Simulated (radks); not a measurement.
All-electron atom: the ruthenium ion Ru2+ in [Kr] 4d6. Calculated with a radial shooting solver on a logarithmic mesh with Libxc functionals: Dirac Kohn-Sham, PBEsol, spin-unpolarised, spherical densities, finite nucleus; open shells fill j = l - 1/2 first; Fermi nuclear charge, rms radius 4.4809 fm.

Unscreened Slater integrals over Kohn-Sham orbitals (cm^-1). Large and small components are both included.

integral          value
F0(4d5/2,4d5/2)  130030
F2(4d5/2,4d5/2)   64632
F4(4d5/2,4d5/2)   42071
F0(4d5/2,4d3/2)  130700
F2(4d5/2,4d3/2)   64962
G2(4d5/2,4d3/2)   64937
G4(4d5/2,4d3/2)   42276
F0(4d5/2,4p3/2)  147750
F2(4d5/2,4p3/2)   71871
G1(4d5/2,4p3/2)   89704
G3(4d5/2,4p3/2)   54598
F0(4d5/2,4p1/2)  149120
G3(4d5/2,4p1/2)   53962
F0(4d3/2,4d3/2)  131380
F2(4d3/2,4d3/2)   65306
F0(4d3/2,4p3/2)  148730
F2(4d3/2,4p3/2)   72610
G1(4d3/2,4p3/2)   90879
G3(4d3/2,4p3/2)   55332
F0(4d3/2,4p1/2)  150130
G1(4d3/2,4p1/2)   90006
F0(4p3/2,4p3/2)  174740
F2(4p3/2,4p3/2)   91622
F0(4p3/2,4p1/2)  177070
G2(4p3/2,4p1/2)   92627
F0(4p1/2,4p1/2)  179510
